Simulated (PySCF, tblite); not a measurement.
Isomers of C3H10F2OSi2, one GFN2-xTB conformer each. Single-point energies are computed at PBE0/pcSseg-1 (PySCF, gas phase, no added dispersion term), electronic only.

```
                      SMILES  GFN2-xTB relative energy (kcal/mol)
   CO[C@@H](F)[SiH2][SiH2]CF                                137.7
 C[Si@@H](F)C[C@H](F)[SiH2]O                                 54.1
C[Si@@H](F)C[C@@H](F)[SiH2]O                                 54.8
    CC([SiH3])([SiH3])OC(F)F                                119.3
       CC(C)O[SiH2][SiH](F)F                                  0.0
CO[C@H]([SiH3])C(F)(F)[SiH3]                                121.9
```

Conformers: `[CH3:1][O:2][C@@H:3]([F:4])[SiH2:5][SiH2:6][CH2:7][F:8]` with C1–O2–C3–F4 67°, O2–C3–Si5–Si6 51°, C3–Si5–Si6–C7 21°, Si5–Si6–C7–F8 43°; `[CH3:1][Si@@H:2]([F:3])[CH2:4][C@H:5]([F:6])[SiH2:7][OH:8]` with C1–Si2–C4–C5 73°, Si2–C4–C5–F6 -57°, C4–C5–Si7–O8 -65°, C5–Si7–O8–H 179°; `[CH3:1][Si@@H:2]([F:3])[CH2:4][C@@H:5]([F:6])[SiH2:7][OH:8]` with C1–Si2–C4–C5 -64°, Si2–C4–C5–F6 64°, C4–C5–Si7–O8 60°, C5–Si7–O8–H 178°; `[CH3:1][C:2]([SiH3:3])([SiH3:4])[O:5][CH:6]([F:7])[F:8]` with C1–C2–O5–C6 71°, C2–O5–C6–F7 86°; `[CH3:1][CH:2]([CH3:3])[O:4][SiH2:5][SiH:6]([F:7])[F:8]` with C1–C2–O4–Si5 -83°, C2–O4–Si5–Si6 -179°, O4–Si5–Si6–F7 -153°; `[CH3:1][O:2][C@H:3]([SiH3:4])[C:5]([F:6])([F:7])[SiH3:8]` with C1–O2–C3–Si4 -138°, O2–C3–C5–F6 -105°.

Task: What does PBE0/pcSseg-1 give for the same structures?

Result: 
```csv
SMILES,PBE0/pcSseg-1 E (Eh),PBE0/pcSseg-1 (kcal/mol),GFN2-xTB (kcal/mol),point group
CC(C)O[SiH2][SiH](F)F,-973.65569,0.0,0.0,C1
C[Si@@H](F)C[C@@H](F)[SiH2]O,-973.62210,21.1,54.8,C1
C[Si@@H](F)C[C@H](F)[SiH2]O,-973.62193,21.2,54.1,C1
CC([SiH3])([SiH3])OC(F)F,-973.48938,104.4,119.3,C1
CO[C@@H](F)[SiH2][SiH2]CF,-973.47897,110.9,137.7,C1
CO[C@H]([SiH3])C(F)(F)[SiH3],-973.46695,118.4,121.9,C1
```

Both levels put the same isomer lowest; measured from each level's own lowest isomer, the values differ by up to 33.7 kcal/mol (C[Si@@H](F)C[C@@H](F)[SiH2]O: 54.8 against 21.1). As drawn, the lowest has an Si–O bond, an Si–F bond and an Si–Si bond, which the highest lacks; the highest has two fluorines on one carbon and an Si–C bond, which the lowest lacks. Neighbours under 2.5 kcal/mol apart (C[Si@@H](F)C[C@@H](F)[SiH2]O and C[Si@@H](F)C[C@H](F)[SiH2]O) can change places with a better method, another conformer or zero-point energy. C[Si@@H](F)C[C@@H](F)[SiH2]O and C[Si@@H](F)C[C@H](F)[SiH2]O are stereoisomers, 0.1 kcal/mol apart in the conformers taken.

Task: Which frontier levels, dipoles and rotational constants go with these structures?

Result: 
```
                      SMILES  HOMO (eV, PBE0/pcSseg-1)  LUMO (eV)  dipole (D)       A, B, C (MHz)
       CC(C)O[SiH2][SiH](F)F                     -8.39      -0.89        3.85  3028, 594.6, 542.8
C[Si@@H](F)C[C@@H](F)[SiH2]O                     -7.84       0.12        2.79  2519, 683.7, 601.4
 C[Si@@H](F)C[C@H](F)[SiH2]O                     -7.91       0.08        2.78  2552, 644.8, 541.1
    CC([SiH3])([SiH3])OC(F)F                     -8.24       0.17        3.08  1785, 994.4, 820.1
   CO[C@@H](F)[SiH2][SiH2]CF                     -8.12      -0.40        2.11  1705, 957.1, 750.1
CO[C@H]([SiH3])C(F)(F)[SiH3]                     -7.82       0.59        2.53   1468, 1262, 956.2
```

Task: What happens when harmonic zero-point energies from GFN2-xTB frequencies are added?

Result: 
| SMILES | ZPE (kcal/mol) | electronic (kcal/mol) | with ZPE (kcal/mol) |
| --- | --- | --- | --- |
| CC(C)O[SiH2][SiH](F)F | 80.1 | 0.0 | 0.0 |
| C[Si@@H](F)C[C@@H](F)[SiH2]O | 78.3 | 21.1 | 19.2 |
| C[Si@@H](F)C[C@H](F)[SiH2]O | 78.1 | 21.2 | 19.2 |
| CC([SiH3])([SiH3])OC(F)F | 74.0 | 104.4 | 98.2 |
| CO[C@@H](F)[SiH2][SiH2]CF | 76.3 | 110.9 | 107.1 |
| CO[C@H]([SiH3])C(F)(F)[SiH3] | 73.9 | 118.4 | 112.3 |

The zero-point energies span 6.2 kcal/mol. The lowest isomer stays, but the order above it changes.
